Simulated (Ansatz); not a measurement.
This geometry of AlB₂H₅O (9 atoms, charge 0, multiplicity 1) is a first-order saddle point.

Computed with Ansatz 0.2.0, RKS PBE-D4/def2-SVP.

```xyz
9
Properties=species:S:1:pos:R:3
B -0.269 1.984 -1.046
O 0.148 0.767 -0.671
Al 0.698 -0.809 -0.197
B -0.289 -1.717 1.475
H -1.166 2.087 -1.875
H 0.251 2.979 -0.555
H 1.891 -1.357 -1.106
H 0.018 -2.823 1.888
H -1.193 -1.157 2.070
```

Which two structures does it join? (They come from a converged band through this point; their orientation in space is the band's.)

No bond is made or broken. The dihedral O2–Al3–B4–H9 goes from -91 to 90°. The two ends are copies of one structure, up to a mirror image or an exchange of like atoms.

Image 0:

```xyz
9
Properties=species:S:1:pos:R:3
B -0.507 1.759 -1.322
O 0.119 0.731 -0.727
Al 0.908 -0.597 0.056
B -0.192 -1.617 1.561
H -1.179 1.557 -2.327
H -0.399 2.886 -0.851
H 2.391 -0.893 -0.462
H -0.906 -2.575 1.318
H -0.147 -1.298 2.737
```

Image 10:

```xyz
9
Properties=species:S:1:pos:R:3
B -0.505 1.766 -1.321
O 0.113 0.734 -0.724
Al 0.902 -0.598 0.054
B -0.191 -1.623 1.562
H -1.177 1.568 -2.326
H -0.390 2.892 -0.850
H 2.384 -0.894 -0.472
H -0.134 -1.315 2.741
H -0.914 -2.575 1.318
```

How far does it lie above each of them?

1.6 kcal/mol above the first and 1.6 kcal/mol above the second. This is the barrier of this one path; another mechanism may lie lower.

The run took 5.2 min on 1 thread of Intel(R) Xeon(R) Processor @ 2.50GHz (Skylake/Cascade Lake), with other jobs on the host, peak memory 0.13 GiB.
